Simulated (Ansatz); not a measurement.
Reaction (ligand exchange at a Zr–Cl bond): `C[NH][Zr]([Cl])([NH]C)[NH]C` + CH₃NH₂ → `C[NH][Zr]([NH]C)([NH]C)[NH]C` + HCl

Gas-phase electronic energies from Ansatz, PBE0-D4/def2-TZVP geometries. CBS: MP2 limit from def2 TZ/QZ plus the TZ coupled-cluster correction, frozen cores. This one scheme is used for every species. Functionals use def2-TZVPP. Elements past krypton have def2 core potentials. For Zr outer-core shells are correlated without core-valence functions, which leaves a few kJ/mol of doubt a bond. One conformer a species, not always the lowest.

```tsv
species	B97M-V energy (Eh)
`C[NH][Zr]([Cl])([NH]C)[NH]C`	-793.23576
CH₃NH₂	-95.88451
`C[NH][Zr]([NH]C)([NH]C)[NH]C`	-428.37006
HCl	-460.69783
```

**Question.** Work out ΔE.

**Answer.** ΔE = (-428.37006) + (-460.69783) − (-793.23576) − (-95.88451) = 0.05238 Eh = +32.9 kcal/mol. CCSD(T)/CBS gives +31.0 kcal/mol.

Largest T1 diagnostic among the species: 0.016.

From BLYP to BHLYP (50 % exact exchange), in def2-TZVPP and without D4, ΔE moves by +2.6 kcal/mol. The D4 term adds −1.3 kcal/mol with B3LYP and −0.9 kcal/mol with PBE0; it sums over pairs of atoms, weighted by their polarisabilities, and B3LYP, whose exchange is more repulsive, gets the larger term. At CCSD(T), def2-SVP lies −1.3 kcal/mol from the extrapolated value and def2-TZVPP −0.8 kcal/mol.

B3LYP here is the variant with VWN-RPA as its local correlation; programs differ in this.
